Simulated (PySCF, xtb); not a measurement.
Cd(H)(OH) (CdH₂O), SMILES [OH][CdH].

GFN2-xTB run with xtb at its own geometry gives an orbital gap of 4.76 eV and a dipole moment of 3.28 D.

Coordinates come from a PBE0-D3(BJ)/def2-TZVP optimisation. The def2 effective core potentials stand for the cores of Cd; spin–orbit coupling is left out.

### Question
What does PBE0/def2-TZVPD (PySCF) give? (Estimate from the structure and the level; the computed values follow.)

### Answer
gap 7.17 eV (levels -7.88 and -0.71 eV), dipole 1.75 D.
